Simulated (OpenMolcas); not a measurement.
# C2H6AlF (SMILES [CH3][Al]([CH3])[F]): name the method

C2H6AlF has 10 atoms, charge 0, and is taken as a singlet. As SMILES, `[CH3][Al]([CH3])[F]`. Geometry: relaxed at PBE0-D4/def2-TZVP.

```xyz
10

C    -0.5667    1.4126   -0.8585
Al   -0.2886   -0.4453   -0.3643
C     0.7947   -1.0931    1.1122
F    -1.0473   -1.6006   -1.2813
H    -1.1844    1.5171   -1.7529
H    -1.0540    1.9634   -0.0468
H     0.3871    1.9173   -1.0438
H     0.1894   -1.6767    1.8132
H     1.2698   -0.2838    1.6720
H     1.5832   -1.7623    0.7534
```

A calculation with OpenMolcas 26.06 gave:

```
total energy  : -421.8495 Eh
dipole moment : 1.80 D
HOMO energy   : -6.83 eV
LUMO energy   : -0.58 eV
HOMO–LUMO gap : 6.25 eV
largest force : 0.525 eV/Å
```

Which of these levels gave the numbers?
A. BHLYP/def2-SVP
B. B3LYP/6-31G* (Cartesian functions)
C. r2SCAN/def2-SVP
D. TPSS/def2-SVP

C. The others give -422.0113 Eh (TPSS/def2-SVP), -422.1919 Eh (B3LYP/6-31G* (Cartesian functions)), -421.8843 Eh (BHLYP/def2-SVP).
